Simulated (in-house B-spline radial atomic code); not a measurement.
Whole-atom quantities along the 15-electron series, configuration [Ne] 3s2 3p3. Computed with an all-electron radial atomic-structure program (B-spline basis): non-relativistic Hartree-Fock, average of the configuration, point nuclei.

This level leaves out relativity, spin-orbit splitting included, which matters for heavy ions.

```json
{"ion": "Ga16+", "Z": "31", "E/Z² (Eh)": "-1.8652", "Σ<r²> (bohr²)": "2.1743", "n(0)/Z³ (bohr⁻³)": "0.68906", "Lamb diamagnetic shielding (ppm)": "2258.41", "repulsion over attraction": "0.091105"}
{"ion": "Ge17+", "Z": "32", "E/Z² (Eh)": "-1.8769", "Σ<r²> (bohr²)": "1.9987", "n(0)/Z³ (bohr⁻³)": "0.69047", "Lamb diamagnetic shielding (ppm)": "2339.31", "repulsion over attraction": "0.088539"}
{"ion": "As18+", "Z": "33", "E/Z² (Eh)": "-1.888", "Σ<r²> (bohr²)": "1.8437", "n(0)/Z³ (bohr⁻³)": "0.6918", "Lamb diamagnetic shielding (ppm)": "2420.21", "repulsion over attraction": "0.086108"}
{"ion": "Se19+", "Z": "34", "E/Z² (Eh)": "-1.8985", "Σ<r²> (bohr²)": "1.7063", "n(0)/Z³ (bohr⁻³)": "0.69306", "Lamb diamagnetic shielding (ppm)": "2501.1", "repulsion over attraction": "0.083804"}
{"ion": "Br20+", "Z": "35", "E/Z² (Eh)": "-1.9084", "Σ<r²> (bohr²)": "1.5839", "n(0)/Z³ (bohr⁻³)": "0.69426", "Lamb diamagnetic shielding (ppm)": "2581.99", "repulsion over attraction": "0.081616"}
{"ion": "Kr21+", "Z": "36", "E/Z² (Eh)": "-1.9179", "Σ<r²> (bohr²)": "1.4743", "n(0)/Z³ (bohr⁻³)": "0.6954", "Lamb diamagnetic shielding (ppm)": "2662.87", "repulsion over attraction": "0.079536"}
{"ion": "Rb22+", "Z": "37", "E/Z² (Eh)": "-1.9268", "Σ<r²> (bohr²)": "1.3758", "n(0)/Z³ (bohr⁻³)": "0.69648", "Lamb diamagnetic shielding (ppm)": "2743.76", "repulsion over attraction": "0.077558"}
{"ion": "Sr23+", "Z": "38", "E/Z² (Eh)": "-1.9354", "Σ<r²> (bohr²)": "1.2869", "n(0)/Z³ (bohr⁻³)": "0.69751", "Lamb diamagnetic shielding (ppm)": "2824.64", "repulsion over attraction": "0.075673"}
{"ion": "Zr25+", "Z": "40", "E/Z² (Eh)": "-1.9513", "Σ<r²> (bohr²)": "1.1333", "n(0)/Z³ (bohr⁻³)": "0.69944", "Lamb diamagnetic shielding (ppm)": "2986.4", "repulsion over attraction": "0.072161"}
{"ion": "Nb26+", "Z": "41", "E/Z² (Eh)": "-1.9587", "Σ<r²> (bohr²)": "1.0667", "n(0)/Z³ (bohr⁻³)": "0.70034", "Lamb diamagnetic shielding (ppm)": "3067.28", "repulsion over attraction": "0.070523"}
{"ion": "Mo27+", "Z": "42", "E/Z² (Eh)": "-1.9658", "Σ<r²> (bohr²)": "1.0058", "n(0)/Z³ (bohr⁻³)": "0.7012", "Lamb diamagnetic shielding (ppm)": "3148.16", "repulsion over attraction": "0.068956"}
{"ion": "Tc28+", "Z": "43", "E/Z² (Eh)": "-1.9726", "Σ<r²> (bohr²)": "0.95006", "n(0)/Z³ (bohr⁻³)": "0.70202", "Lamb diamagnetic shielding (ppm)": "3229.03", "repulsion over attraction": "0.067456"}
{"ion": "Ru29+", "Z": "44", "E/Z² (Eh)": "-1.9791", "Σ<r²> (bohr²)": "0.89882", "n(0)/Z³ (bohr⁻³)": "0.70281", "Lamb diamagnetic shielding (ppm)": "3309.91", "repulsion over attraction": "0.066019"}
```

Problem. With what power of Z does the column «Σ<r²> (bohr²)» change over this range?

Solution. A fit of the logarithm of its size against log Z from Z = 31 to 44 has slope -2.52. Unscreened non-relativistic hydrogenic orbitals would give -2.
